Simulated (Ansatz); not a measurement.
Cost and result for the atomization energy of C₄H₇AlO (`C=C(C)[CH]1[O][AlH]1`) (13 atoms, 13 bonds).

| atom | x (Å) | y (Å) | z (Å) |
| --- | --- | --- | --- |
| C1 | -0.7470 | -0.4168 | -1.3594 |
| C2 | -0.0145 | 0.2184 | -0.4417 |
| C3 | 0.0554 | 1.7109 | -0.3520 |
| C4 | 0.7872 | -0.4996 | 0.5616 |
| O5 | 0.8063 | -1.9636 | 0.4466 |
| Al6 | -0.0267 | -1.5833 | 1.8899 |
| H7 | -1.3310 | 0.1354 | -2.0862 |
| H8 | -0.7495 | -1.4984 | -1.4157 |
| H9 | 1.0788 | 2.0618 | -0.5197 |
| H10 | -0.2390 | 2.0602 | 0.6427 |
| H11 | -0.5930 | 2.1826 | -1.0908 |
| H12 | 1.7854 | -0.0785 | 0.7006 |
| H13 | -0.8124 | -2.3292 | 3.0241 |

Total charge 0; spin multiplicity 1. The structure was optimised at the PBE0-D4/def2-TZVP level. It is one conformer, not always the lowest. Program: Ansatz. All runs use 4 threads of an Arm Neoverse V2 on a shared host. Times are those of one run each, without the atoms' runs, and a repeat can differ threefold. Electronic energies, without spin–orbit coupling; frozen cores. CCSD(T)/CBS adds CCSD(T) − MP2 in def2-TZVPP to the MP2 limit, and its time is that of the two runs behind it. T1 = 0.015. B3LYP takes the VWN-RPA correlation (the form of Gaussian; ORCA's B3LYP/G).

CCSD(T)/CBS is a level of theory with its own doubt, some kJ/mol a heavy atom from the limit and from the frozen cores, so smaller differences don't rank the functionals.

| level | functions | wall time | atomization (kcal/mol) | difference from CCSD(T)/CBS | per bond |
| --- | --- | --- | --- | --- | --- |
| PBE-D4/def2-TZVPP (with forces) | 295 | 3.6 s | 1259.2 | 33.8 | 2.6 |
| PBE0-D4/def2-TZVPP | 295 | 4.5 s | 1233.4 | 8.0 | 0.6 |
| r2SCAN-D4/def2-TZVPP (with forces) | 295 | 7 s | 1233.8 | 8.4 | 0.6 |
| B3LYP-D4/def2-TZVPP (with forces) | 295 | 8 s | 1225.1 | -0.3 | 0.0 |
| B2PLYP/def2-TZVPP | 295 | 10 s | 1213.8 | -11.6 | -0.9 |
| ωB97X-V/def2-TZVPP | 295 | 11 s | 1226.6 | 1.2 | 0.1 |
| ωB97M-V/def2-TZVPP (with forces) | 295 | 17 s | 1229.0 | 3.6 | 0.3 |
| MP2/def2-QZVPP | 565 | 49 s | 1239.0 | 13.6 | 1.0 |
| CCSD(T)/def2-TZVPP | 295 | 16 min | 1194.4 | -31.0 | -2.4 |
| CCSD(T)/CBS(def2) | – | 17 min | 1225.4 | 0.0 | 0.0 |

The D4 term adds +10.9 kcal/mol with B3LYP and +5.7 kcal/mol with PBE0; it sums over pairs of atoms, weighted by their polarisabilities, and B3LYP, whose exchange is more repulsive, gets the larger term. From PBE to PBE0 (25 % exact exchange), in def2-TZVPP and without D4, the atomization energy moves by −24.8 kcal/mol: exact exchange takes away binding that semilocal exchange gives to molecules. In def2-TZVPP, CCSD(T) changes the Hartree–Fock value by +309.0 kcal/mol (the triples alone add +21.3 kcal/mol) and MP2 by +335.2 kcal/mol; breaking electron pairs costs correlation energy, which Hartree–Fock lacks.
